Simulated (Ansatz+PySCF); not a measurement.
Results of a calculation; reference values are marked as such.
## PySCF 2.14.0 run

```python
from pyscf import gto, scf, cc

mol = gto.M(atom="""
H 0.000000 0.000000 -1.941700
Be 0.000000 0.000000 0.000000
H 0.000000 0.000000 1.941700
""", basis='6-31g', charge=0, spin=0)
mf = scf.UHF(mol)
mf.kernel()
mycc = cc.CCSD(mf, frozen=None).run()
et = mycc.ccsd_t()
print(mf.e_tot, mycc.e_corr, et, mycc.e_tot + et)
```

The script is written out from the run's settings.

Output:

```
Converged               : yes
Reference energy        : -15.65153 hartree
CCSD correlation energy : -0.06106 hartree
Triples correction      : -0.00091 hartree
Total energy            : -15.71349 hartree
```

Caution: bonds are stretched, where a single reference can fail.
